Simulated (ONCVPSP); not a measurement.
**Before and after: ONCV potential for lutetium (Lu)**

ONCVPSP 4.0.1 input, shortened (lines: element, Z, core and valence counts, functional; n l f; lmax; l rc ep ncon nbas qcut; lloc lpopt rc5 dvloc0; l nproj debl; icmod fcfact rcfact), PW91, scalar-relativistic:

```
  Lu 71.00    9    5  -109134      upf
    1    0    2.00
    2    0    2.00
    2    1    6.00
    3    0    2.00
    3    1    6.00
    3    2   10.00
    4    0    2.00
    4    1    6.00
    4    2   10.00
    4    3   14.00
    5    0    2.00
    5    1    6.00
    5    2    1.00
    6    0    1.00
    3
    0    1.95    0.00    3    6    6.10
    1    1.85    0.00    4    7    6.60
    2    2.25    0.00    4    7    3.80
    3    0.90    0.00    3    7   22.70
    4    5    0.90    0.00
    0    3    1.50
    1    2    0.50
    2    1    1.50
    3    1    3.70
    3    1.75    1.65
```

In the p channel the program set the typed energies aside and used -1.413, 0.250 Ha.

All-electron outer shells of the reference configuration (PW91, scalar-relativistic, ld1.x):

```csv
shell,level (eV),outermost node (bohr),outermost maximum (bohr)
4d,-198.68,0.23,0.48
5s,-67.85,0.57,1.04
5p,-38.44,0.61,1.19
4f,-16.40,–,0.47
6s,-10.26,1.41,2.89
5d,-7.93,0.68,1.80
```

Change: all radii but the core radius scaled by about 1.13 (s 2.20, p 2.08, d 2.54, f 1.02 bohr); local potential polynomial inside 1.02 bohr (lpopt 5, dvloc0 0 Ha).

Cutoffs: the cutoffs (Ha) at which the residual kinetic energy of the hardest occupied pseudo-wave falls to 1 and 0.1 mHa per electron; they do not see the model core or the augmentation charge, which bear on the density cutoff. Errors are all-electron minus pseudo energies relative to the spin-unpolarised reference configuration.

Q: How do hardness, ghosts and transferability respond?

A: The potential gets softer (187 Ha and 207 Ha → 160 Ha and 178 Ha); the bound ghost in s disappears; the lowest positive-energy flag moves from p at 93.4 eV to s at 44.2 eV; of the 4 tests that both files solve, the error grows in 3 and shrinks in 0 by more than 15 % and 0.3 meV (median size 4.6 → 8.5 meV). A larger radius leaves more room for a smooth pseudo-wave, so fewer plane waves are needed. More of the atom is replaced by a form fitted at one configuration, so other configurations suffer.

```csv
quantity,base,changed
"cutoff, loose",187 Ha,160 Ha
"cutoff, tight",207 Ha,178 Ha
loose cutoff by channel,"s 12 Ha, p 13 Ha, d 21 Ha, f 187 Ha","s 11 Ha, p 9.1 Ha, d 13 Ha, f 160 Ha"
bound ghosts,s,none
GHOST(+) flags under 300 eV,"p at 93.4 eV, d at 143.8 eV","s at 44.2 eV, p at 141.4 eV, d at 187.1 eV"
"error for 4f14 5s2 5p6 5d1 6s2, meV [ΔE -7.41 eV]",+1.6,+1.6
"error for 4f14 5s2 5p6 5d1 6s0, meV [ΔE 13.30 eV]",-4.2,-5.0
"error for 4f14 5s2 5p6 5d0 6s0, meV [ΔE 33.36 eV]",-4.9,+12
"error for 4f13 5s2 5p6 5d2 6s2, meV [ΔE 3.51 eV]",-37,-53
"rms error of d²Exc/dni dnj with the model core, mHa",2.91,2.87
```

 A true bound ghost makes a file unfit for plane-wave use even where its test errors are small: the radial tests pick states by their node count and pass the ghost by.
